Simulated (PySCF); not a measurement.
CH2ClF3Si, singlet, at a GFN2-xTB geometry, with bond 6-3 at 2.4 times its length; PySCF with CASSCF(6,6)/6-31G.

Here is a job for PySCF.
```python
from pyscf import gto, scf, mcscf
import numpy

mol = gto.M(
    atom='''
Si    0.92572019   -0.60945728    0.25221508
Cl    1.84238362    0.98405269   -0.49536685
C    -0.99259036   -0.24497640    0.13742080
F    -1.41341269   -0.04304221   -1.12690598
F    -1.36160011    0.84755687    0.83498361
F    -2.77628303   -2.68411716    1.29177436
H     1.10675413   -1.81239235   -0.54775377
H     1.16545978   -0.80330936    1.67514254
''',
    basis='6-31g',
    verbose=4,
)

mf = scf.RHF(mol)
mf.kernel()
mc = mcscf.CASSCF(mf, 6, 6)
mc.fix_spin_(ss=0.0)
mc.kernel()
occ = numpy.linalg.eigvalsh(mc.fcisolver.make_rdm1(mc.ci, mc.ncas, mc.nelecas))[::-1]
ss = mc.fcisolver.spin_square(mc.ci, mc.ncas, mc.nelecas)[0]
print('natural occupations', occ.round(4), ' <S^2>', round(ss, 4))
```

Task: What does PySCF print? Leave out banner, timings and long lists.

Result: 
```
PySCF version 2.14.0

[INPUT] verbose = 4
[INPUT] num. atoms = 8
[INPUT] num. electrons = 66
[INPUT] charge = 0
[INPUT] spin (= nelec alpha-beta = 2S) = 0
[INPUT] symmetry False subgroup None
[INPUT] Mole.unit = angstrom
[INPUT] Symbol           X                Y                Z      unit          X                Y                Z       unit  Magmom
[...]
nuclear repulsion = 346.538808338419
number of shells = 38
number of NR pGTOs = 188
number of NR cGTOs = 66
basis = 6-31g
ecp = {}

******** <class 'pyscf.scf.hf.RHF'> ********
method = RHF
initial guess = minao
damping factor = 0
level_shift factor = 0
DIIS = <class 'pyscf.scf.diis.CDIIS'>
diis_start_cycle = 1
diis_space = 8
diis_damp = 0
SCF conv_tol = 1e-09
SCF conv_tol_grad = None
SCF max_cycles = 50
direct_scf = True
direct_scf_tol = 1e-13
Set gradient conv threshold to 3.16228e-05
Initial guess from minao.
init E= -1085.67464399759
[...]
cycle= 1 E= -1084.97212145268  delta_E= 0.703  |g|=  1.1  |ddm|= 2.44

WARN: HOMO -0.1175616288192 == LUMO -0.116661890004243

cycle= 2 E= -1083.96175876406  delta_E= 1.01  |g|=  2.1  |ddm|= 2.79
[...]
cycle= 3 E= -1085.22230906511  delta_E= -1.26  |g|= 0.576  |ddm|=  2.5
[...]
cycle= 4 E= -1085.26316716779  delta_E= -0.0409  |g|= 0.326  |ddm|= 0.245
[...]
cycle= 5 E= -1085.29574323153  delta_E= -0.0326  |g|= 0.0894  |ddm|= 0.347
[...]
cycle= 6 E= -1085.30785636589  delta_E= -0.0121  |g|= 0.0639  |ddm|= 0.282
[...]
cycle= 7 E= -1085.31276174332  delta_E= -0.00491  |g|= 0.0454  |ddm|= 0.188
[...]
cycle= 8 E= -1085.31427664851  delta_E= -0.00151  |g|= 0.0243  |ddm|= 0.13
[...]
cycle= 9 E= -1085.31453713539  delta_E= -0.00026  |g|= 0.00864  |ddm|= 0.102
[...]
cycle= 10 E= -1085.31463200887  delta_E= -9.49e-05  |g|= 0.00401  |ddm|= 0.0538
[...]
cycle= 11 E= -1085.3146464428  delta_E= -1.44e-05  |g|= 0.00109  |ddm|= 0.0129
[...]
cycle= 12 E= -1085.31464711174  delta_E= -6.69e-07  |g|= 0.000465  |ddm|= 0.00255
[...]
cycle= 13 E= -1085.31464718978  delta_E= -7.8e-08  |g|= 0.000124  |ddm|= 0.000838
[...]
cycle= 14 E= -1085.31464721205  delta_E= -2.23e-08  |g|= 6.99e-05  |ddm|= 0.000617
[...]
cycle= 15 E= -1085.3146472236  delta_E= -1.16e-08  |g|= 4.63e-05  |ddm|= 0.000283
[...]
cycle= 16 E= -1085.31464723161  delta_E= -8.01e-09  |g|= 3.62e-05  |ddm|= 0.000254
[...]
cycle= 17 E= -1085.31464724193  delta_E= -1.03e-08  |g|= 1.55e-05  |ddm|= 0.00055
[...]
cycle= 18 E= -1085.31464724347  delta_E= -1.55e-09  |g|= 8.25e-06  |ddm|= 0.000243
[...]
[...]
converged SCF energy = -1085.31464724358
CASCI E = -1085.42040207540  S^2 = 0.0000000
[...]
macro iter  40 ( 21 JK    4 micro), CASSCF E = -1085.50861754483  dE = -5.67274758e-05  S^2 = 0.0000000
               |grad[o]|=0.00349  |grad[c]|=0.00469  |ddm|=0.00302  |maxRot[o]|=0.0303
macro iter  41 (  7 JK    2 micro), CASSCF E = -1085.50883904673  dE = -2.21501897e-04  S^2 = 0.0000000
               |grad[o]|=0.00281  |grad[c]|=0.00323  |ddm|=0.00228  |maxRot[o]|=0.0672
macro iter  42 (  7 JK    2 micro), CASSCF E = -1085.50905163754  dE = -2.12590814e-04  S^2 = 0.0000000
               |grad[o]|=0.00291  |grad[c]|=0.00263  |ddm|=0.00222  |maxRot[o]|=0.0685
macro iter  43 (  7 JK    2 micro), CASSCF E = -1085.50924689619  dE = -1.95258648e-04  S^2 = 0.0000000
               |grad[o]|=0.00292  |grad[c]|=0.00181  |ddm|=0.00199  |maxRot[o]|=0.0692
macro iter  44 (  7 JK    2 micro), CASSCF E = -1085.50941755743  dE = -1.70661241e-04  S^2 = 0.0000000
               |grad[o]|=0.00286  |grad[c]|=0.000937  |ddm|=0.00171  |maxRot[o]|=0.0696
macro iter  45 (  7 JK    2 micro), CASSCF E = -1085.50955781442  dE = -1.40256989e-04  S^2 = 0.0000000
               |grad[o]|=0.00258  |grad[c]|=0.000384  |ddm|=0.00141  |maxRot[o]|=0.0698
macro iter  46 (  7 JK    2 micro), CASSCF E = -1085.50966334285  dE = -1.05528425e-04  S^2 = 0.0000000
               |grad[o]|=0.00223  |grad[c]|=0.000992  |ddm|=0.00111  |maxRot[o]|=0.0698
macro iter  47 (  7 JK    2 micro), CASSCF E = -1085.50973100995  dE = -6.76671057e-05  S^2 = 0.0000000
               |grad[o]|=0.00163  |grad[c]|=0.00185  |ddm|=0.00082  |maxRot[o]|=0.0699
macro iter  48 ( 21 JK    4 micro), CASSCF E = -1085.50971745568  dE =  1.35542682e-05  S^2 = 0.0000000
               |grad[o]|=0.00103  |grad[c]|=0.00318  |ddm|=0.000816  |maxRot[o]|=0.0494
macro iter  49 ( 21 JK    4 micro), CASSCF E = -1085.50973330464  dE = -1.58489552e-05  S^2 = 0.0000000
               |grad[o]|=0.0017  |grad[c]|=0.00746  |ddm|=0.00107  |maxRot[o]|=0.0682
macro iter  50 ( 21 JK    4 micro), CASSCF E = -1085.50971567559  dE =  1.76290469e-05  S^2 = 0.0000000
               |grad[o]|=0.000753  |grad[c]|=0.0059  |ddm|=0.00172  |maxRot[o]|=0.112
1-step CASSCF not converged,  50 macro (924 JK 184 micro) steps
CASSCF canonicalization
Density matrix diagonal elements [1.99710032 1.97680916 1.11987405 0.86449665 0.01439584 0.02732397]
CASSCF energy = -1085.50971567559
CASCI E = -1085.50971567559  E(CI) = -8.79625533796343  S^2 = 0.0000000
natural occupations [1.9974 1.9775 1.149  0.8478 0.0223 0.006 ]  <S^2> 0.0
```

Convergence was not reached.
